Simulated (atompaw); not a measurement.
## Scattering properties, PAW (atompaw) potential for osmium

Os (Z = 76), PAW, made with atompaw 4.2.0.5 (PBE, scalar-relativistic). Core [Kr] 4d10, reference 4f14 5s2 5p6 5d5 6s0 6p0 (charge +3). Waves: 5s (bound): rc 1.25 bohr; 6s (bound, empty): rc 2.50 bohr; 5p (bound): rc 1.30 bohr; 6p (bound, empty): rc 2.15 bohr; 5d (bound): rc 2.50 bohr; 5d channel at -2.2 Ry: rc 2.50 bohr; 4f (bound): rc 0.65 bohr; 4f channel at -3.05 Ry: rc 0.65 bohr. Local part: bessel scheme, radius 2.00 bohr. Core correction: smooth core density matched at 2.15 bohr. Augmentation charge: besselshape compensation charge, radius 2.50 bohr; PAW radius 2.50 bohr; waves and projectors: custom rrkj vanderbiltortho.

The phase is arctan(r·u′/u) with u = r·R(r), unwrapped; energies in Ry, scanned from -11 to 5 Ry. A pole is an energy at which the radial function vanishes at the test radius. The pseudo phase is shifted by a multiple of π to meet the all-electron one at the reference energy, and phase errors are pseudo minus all-electron; the curves can meet again beyond the range given. Levels narrower than the energy grid can be missing from the lists of poles.

```csv
channel,radius (bohr),reference energy (Ry),"poles, all-electron","poles, pseudo",unbroken range about the reference energy with phases within 0.05 rad,phase error 1 Ry above the reference energy (rad)
s,2.50,-2.24,"-8.96, 0.13","-8.96, -0.15",below 0.7,-0.011
p,2.50,-1.62,"-5.90, 2.00","-5.90, 1.83",below 3.8,-0.004
d,2.50,-2.57,-2.11,-2.11,below 1.1,+0.000
f,2.50,-6.09,"-6.10, 1.83","-6.10, 1.99",below 3.3,+0.000
```

Phases in the p channel:

| E (Ry) | all-electron | pseudo |
| --- | --- | --- |
| -11.00 | 1.431 | 1.431 |
| -10.76 | 1.429 | 1.428 |
| -10.52 | 1.426 | 1.426 |
| -10.28 | 1.424 | 1.424 |
| -10.04 | 1.421 | 1.421 |
| -9.80 | 1.418 | 1.418 |
| -9.56 | 1.415 | 1.415 |
| -9.32 | 1.412 | 1.412 |
| -9.08 | 1.409 | 1.409 |
| -8.84 | 1.405 | 1.405 |
| -8.60 | 1.402 | 1.401 |
| -8.36 | 1.397 | 1.397 |
| -8.12 | 1.393 | 1.392 |
| -7.88 | 1.387 | 1.387 |
| -7.64 | 1.381 | 1.381 |
| -7.40 | 1.374 | 1.373 |
| -7.16 | 1.365 | 1.365 |
| -6.92 | 1.353 | 1.353 |
| -6.68 | 1.335 | 1.335 |
| -6.44 | 1.302 | 1.302 |
| -6.20 | 1.185 | 1.184 |
| -5.96 | -1.428 | -1.428 |
| -5.72 | -1.692 | -1.692 |
| -5.48 | -1.738 | -1.739 |
| -5.24 | -1.763 | -1.763 |
| -5.00 | -1.781 | -1.781 |
| -4.76 | -1.797 | -1.797 |
| -4.52 | -1.812 | -1.813 |
| -4.28 | -1.829 | -1.829 |
| -4.04 | -1.847 | -1.847 |
| -3.80 | -1.867 | -1.868 |
| -3.56 | -1.891 | -1.892 |
| -3.32 | -1.919 | -1.920 |
| -3.08 | -1.954 | -1.954 |
| -2.84 | -1.997 | -1.998 |
| -2.60 | -2.054 | -2.055 |
| -2.36 | -2.132 | -2.132 |
| -2.12 | -2.243 | -2.243 |
| -1.88 | -2.410 | -2.410 |
| -1.64 | -2.672 | -2.672 |
| -1.40 | -3.061 | -3.061 |
| -1.16 | -3.514 | -3.516 |
| -0.92 | -3.885 | -3.888 |
| -0.68 | -4.130 | -4.134 |
| -0.44 | -4.287 | -4.292 |
| -0.20 | -4.393 | -4.398 |
| 0.04 | -4.468 | -4.473 |
| 0.28 | -4.523 | -4.529 |
| 0.52 | -4.566 | -4.572 |
| 0.76 | -4.600 | -4.607 |
| 1.00 | -4.629 | -4.637 |
| 1.24 | -4.653 | -4.662 |
| 1.48 | -4.674 | -4.684 |
| 1.72 | -4.693 | -4.704 |
| 1.96 | -4.710 | -4.722 |
| 2.20 | -4.726 | -4.740 |
| 2.44 | -4.740 | -4.757 |
| 2.68 | -4.755 | -4.774 |
| 2.92 | -4.769 | -4.792 |
| 3.16 | -4.783 | -4.810 |
| 3.40 | -4.797 | -4.830 |
| 3.64 | -4.812 | -4.853 |
| 3.88 | -4.827 | -4.878 |
| 4.12 | -4.844 | -4.909 |
| 4.36 | -4.863 | -4.947 |
| 4.60 | -4.884 | -4.997 |
| 4.84 | -4.908 | -5.066 |
